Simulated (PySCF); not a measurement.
Several molecules and their computed UV-vis stick spectra, shuffled. The calculation used TDDFT B3LYP/def2-SVPD, vertical, gas phase, core orbitals frozen in the response (PySCF). Geometries: PBE0-D3(BJ)/def2-SVP; one conformer of each isolated species. Triplets are in the Tamm–Dancoff approximation. Relativistic effects are left out although some hold elements past zinc.

A. `Cc1cc[se]n1`
B. `N=C(C(F)(F)F)C(F)(F)F`
C. `[Br][Zn][Br]`

Lowest singlet levels (six at most, fewer where fewer were computed) with oscillator strengths:

1. 5.01 eV (f 0.002); 7.86 eV (f 0.000); 8.28 eV (f 0.014); 8.42 eV (f 0.189); 8.49 eV (f 0.035); 8.81 eV (f 0.005); T1 4.08 eV
2. 5.05 eV (f 0.000 summed over 2 states); 5.48 eV (f 0.081 summed over 2 states); 6.41 eV (f 0.000); 6.45 eV (f 0.000 summed over 2 states); 6.48 eV (f 0.016); 6.79 eV (f 0.000); T1 4.76 eV
3. 4.95 eV (f 0.000); 5.06 eV (f 0.122); 5.28 eV (f 0.001); 5.78 eV (f 0.001); 5.91 eV (f 0.022); 6.15 eV (f 0.071); T1 3.83 eV

Task: Which spectrum belongs to which structure?

Result: 1 = B, 2 = C, 3 = A.
- A: S1 at 4.95 eV, HOMO→LUMO+1 (98%); Löwdin shares by element: HOMO selenium 51%, carbon 36% or more; LUMO carbon 40% or more, selenium 21%, nitrogen 19% (atoms not listed hold the other 20%); HOMO -6.77 and LUMO -1.22 eV; point group Cs, 1 of its 6 listed states under f = 0.0005.
- B: S1 at 5.01 eV, HOMO→LUMO (99%); Löwdin shares by element: HOMO nitrogen 59%, carbon 18% or more, hydrogen 7% (atoms not listed hold the other 16%); LUMO nitrogen 41%, carbon 39% or more (atoms not listed hold the other 20%); HOMO -9.16 and LUMO -2.54 eV.
- C: S1 at 5.05 eV, HOMO-1/HOMO→LUMO (100%); for S1 the Löwdin share of zinc is at most 3% in HOMO-1 and 40% in LUMO; HOMO -8.34 and LUMO -2.24 eV; point group D∞h, 6 of its 9 listed states under f = 0.0005.
A and B have S1 within 0.07 eV of each other; their strongest listed levels stand at 5.06 eV (f 0.122) and 8.42 eV (f 0.189).
A and C have S1 within 0.10 eV of each other; their strongest listed levels stand at 5.06 eV (f 0.122) and 5.48 eV (f 0.081).
B and C have S1 within 0.04 eV of each other; their strongest listed levels stand at 8.42 eV (f 0.189) and 5.48 eV (f 0.081).

A slash joins orbitals within 0.01 eV of each other, whose weights are summed (≥ marks a lower bound).
